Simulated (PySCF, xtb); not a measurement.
Si(I)(Me)2(OH) (C2H7IOSi), SMILES C[Si](C)(O)I. Atoms are numbered in the order given.

```xyz
12

C     -1.8238     0.7886     1.5495
Si    -1.2151    -0.0551     0.0000
C     -1.8238     0.7886    -1.5495
O     -1.5805    -1.6808     0.0000
I      1.2410     0.0166     0.0000
H     -2.9257     0.7674     1.5931
H     -1.4311     0.2852     2.4452
H     -1.5014     1.8406     1.5736
H     -1.4311     0.2852    -2.4452
H     -1.5014     1.8406    -1.5736
H     -2.9257     0.7674    -1.5931
H     -2.5142    -1.9132     0.0000
```

Coordinates come from a PBE0-D3(BJ)/def2-SVP optimisation. The geometry has at least one imaginary mode, so it is a saddle point at that level. The def2 effective core potentials stand for the cores of I; spin–orbit coupling is left out. One conformer was computed; it need not be the lowest.

Computed with IEF-PCM-B3LYP/def2-SVP (PySCF 2.14.0).

The values are the electrostatic part of the solvation free energy, E(continuum) − E(gas) at the gas-phase geometry, in a cavity of scaled van der Waals radii (PySCF's table); cavitation and dispersion terms are not included. In vacuum the orbital gap is 7.19 eV. The dipole moment in vacuum is 3.56 D.

| solvent | ε | ΔG(elec) (kcal/mol) | dipole (D) | gap (eV) |
|---|---|---|---|---|
| water | 78.36 | -6.4 | 4.75 | 7.45 |
| dichloromethane | 8.93 | -5.3 | 4.55 | 7.41 |
| cyclohexanone | 15.62 | -5.8 | 4.64 | 7.43 |

For comparison, GFN2-xTB/ALPB(water) (xtb, at the GFN2-xTB geometry, all terms of that model) gives -6.9 kcal/mol.
